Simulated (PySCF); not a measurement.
HS2, SMILES [S]S (connectivity only; charge and spin as stated), charge -1, multiplicity 1.

Geometry: B3LYP-D3(BJ)/def2-TZVPD. The spin state was assumed, not searched. The isomer is the one that the SMILES or the coordinates give; other isomers of the formula were not compared.

Calculation: PySCF with PBE/def2-TZVPD.

Symmetry labels are those of the subgroup Cs that the program uses (full group Cs).

Task: List the valence orbital energies around the gap with their symmetry. (The exact figures need the calculation; the answer reports its results.)

Result: 
```csv
orbital,symmetry,energy (eV)
HOMO−7,A",-147.99
HOMO−6,A',-13.35
HOMO−5,A',-9.35
HOMO−4,A',-4.76
HOMO−3,A',-2.74
HOMO−2,A",-1.70
HOMO−1,A',0.35
HOMO,A",1.12
LUMO,A',2.95
LUMO+1,A',3.77
LUMO+2,A',4.22
LUMO+3,A",4.37
```
